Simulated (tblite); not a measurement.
Isomers of C6H12FOP. Computed with GFN2-xTB (tblite): harmonic, unscaled wavenumbers at the GFN2-xTB geometry, gas phase. The method is semi-empirical: single wavenumbers can be off by several per cent or more. Modes of hydrogen on phosphorus can be 10 to 20 % off. One conformer each.

Electronic energies: GFN2-xTB at the same geometries; isomer energies are rough at this level and their order can be wrong.

```csv
SMILES,"electronic energy, lowest = 0 (kJ/mol)"
COC/P=C(\F)C(C)C,114.5
CO[C@@H]1CPCC[C@@H]1F,0.0
COCCP1CC(F)C1,60.9
```

Question: How do GFN2-xTB zero-point energies change the relative energies?

Answer: 
| SMILES | ZPE (kJ/mol) | of it from modes above 1550 cm⁻¹ | electronic (kJ/mol) | with ZPE, lowest = 0 (kJ/mol) | lowest mode (cm⁻¹) | rings |
| --- | --- | --- | --- | --- | --- | --- |
| CO[C@@H]1CPCC[C@@H]1F | 449.3 | 207.9 | 0.0 | 0.0 | 72 | 1 |
| COCCP1CC(F)C1 | 447.6 | 212.3 | 60.9 | 59.2 | 62 | 1 |
| COC/P=C(\F)C(C)C | 446.0 | 214.0 | 114.5 | 111.2 | 30 | 0 |

The zero-point energies span 3.3 kJ/mol, from `COC/P=C(\F)C(C)C` to `CO[C@@H]1CPCC[C@@H]1F`. The order is unchanged.

Question: What do entropy and thermal enthalpy add at 298.15 K and 1 bar (rigid rotor, harmonic oscillator, one conformer each)?

Answer: 
| SMILES | point group | symmetry number | S (J/(mol K)) | H − H(0) (kJ/mol) | ZPE + H − H(0) − TS (kJ/mol) |
| --- | --- | --- | --- | --- | --- |
| CO[C@@H]1CPCC[C@@H]1F | C1 | 1 | 401.2 | 28.01 | 357.7 |
| COCCP1CC(F)C1 | C1 | 1 | 426.5 | 30.45 | 350.8 |
| COC/P=C(\F)C(C)C | C1 | 1 | 458.0 | 34.02 | 343.5 |
